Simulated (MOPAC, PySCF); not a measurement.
Pair of molecules: dimethyl selenide (SMILES C[Se]C) (first 9 atoms) with H2O (SMILES O); geometry from B3LYP-D3(BJ)/def2-TZVP, rigid monomers moved along the line of their centres of mass till Se2···H12 is 3.50 Å.
(charge 0, multiplicity 1):
| atom | x (Å) | y (Å) | z (Å) |
|---|---|---|---|
| C | -0.8942 | 1.6941 | -0.2074 |
| Se | 0.5986 | 0.4493 | 0.0682 |
| C | -0.4315 | -1.2035 | -0.1786 |
| H | -1.6610 | 1.5131 | 0.5417 |
| H | -0.4939 | 2.6989 | -0.0909 |
| H | -1.2924 | 1.5729 | -1.2121 |
| H | -1.2179 | -1.2564 | 0.5702 |
| H | 0.2617 | -2.0312 | -0.0455 |
| H | -0.8459 | -1.2310 | -1.1837 |
| O | -1.6076 | 0.1350 | 3.8181 |
| H | -1.3006 | 0.1797 | 4.7288 |
| H | -0.8141 | 0.2564 | 3.2695 |

Monomers are frozen at their geometry in the pair; levels with a basis set take the counterpoise correction. Rows marked so take none.

Rows in 3-21G, 6-31G* carry no dispersion term and start afresh at each structure (6-31G* with six Cartesian d functions); the Pople sets are all-electron and without relativity. The state that AM1, PM6 reach isn't checked.

Codes used: MOPAC for AM1, PM6 (differences of heats of formation); PySCF for 3-21G rows, 6-31G* rows. Values without a source in brackets are computed.

**Question.** One of these levels gives -82.2 meV for the interaction energy. Name it.
(A) PM6
(B) HF/6-31G*
(C) AM1
(D) HF/3-21G (no counterpoise)

**Answer.** B, HF/6-31G*. The others give -33.7 (AM1), -57.9 (PM6), -95.4 (HF/3-21G (no counterpoise))
